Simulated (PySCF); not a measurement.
C3H7ClGeSi.
Numbering: `[SiH3:1][C:2]#[C:3][GeH2:4][CH2:5][Cl:6]` (hydrogens: H7, H8, H9 on Si1; H10, H11 on Ge4; H12, H13 on C5)

Level: B3LYP/def2-SVPD in PySCF, non-relativistic, on one gas-phase PBE0-D3(BJ)/def2-SVP geometry that isn't relaxed in the solvent. The solvent is an IEF-PCM continuum (van der Waals radii × 1.2). Specific hydrogen bonds and non-electrostatic terms are outside this model. Spin–orbit coupling is left out although an atom past zinc is present.

Gas phase at B3LYP/def2-SVPD: HOMO -7.77 eV, LUMO -1.04 eV, dipole 1.38 D.

Task: What does the continuum do to the energy, the frontier levels and the dipole at B3LYP/def2-SVPD in methanol and dimethylsulfoxide?

Result: 
```csv
solvent,ε,E(solvent) − E(gas) (kcal/mol),polarisation term (kcal/mol),distortion of the solute (kcal/mol),HOMO (eV),LUMO (eV),dipole (D)
methanol,32.61,-2.96,-3.38,0.42,-7.72,-0.93,1.83
dimethylsulfoxide,46.83,-3.01,-3.44,0.43,-7.72,-0.93,1.84
```

The first energy column is the sum of the next two and covers electrostatics alone. From methanol to dimethylsulfoxide the lowering changes by a factor 1.02, Onsager's factor (ε − 1)/(2ε + 1) by 1.01 and ε itself by 1.4.

Task: Which radius a makes the point-dipole formula ΔE = −[(ε − 1)/(2ε + 1)]·μ²/a³ give the value in dimethylsulfoxide, with the gas-phase dipole?

Result: μ = 0.544 au and |ΔE| = 0.00480 Eh give a = 1.64 Å; the farthest nucleus lies 4.29 Å from the centroid of the nuclei, so such a sphere wouldn't even hold the nuclei. The formula assumes a rigid point dipole at the centre of a sphere.

Task: How does the static polarisability (B3LYP/def2-SVPD, frozen core, with the continuum's full static response) change?

Result: 
| medium | isotropic (au) | principal values (au) | ⟨r²⟩ of the electrons (bohr²) |
| --- | --- | --- | --- |
| gas | 113.1 | 84.8, 91.5, 163.1 | 2429.1 |
| methanol | 149.4 | 119.5, 125.9, 202.8 | 2429.7 |
| dimethylsulfoxide | 150.1 | 120.3, 126.6, 203.3 | 2429.7 |

The isotropic value in dimethylsulfoxide is 1.33 times the gas-phase one; no cavity-field correction is applied. ⟨r²⟩ is taken about the centre of nuclear charge.

Hardware: one thread, Arm Neoverse V1 (shared host). Cost: 45 s. This is the whole response run at B3LYP/def2-SVPD in dimethylsulfoxide, SCF included.

The values belong to the conformer `[SiH3:1][C:2]#[C:3][GeH2:4][CH2:5][Cl:6]`: C3–Ge4–C5–Cl6 180°.
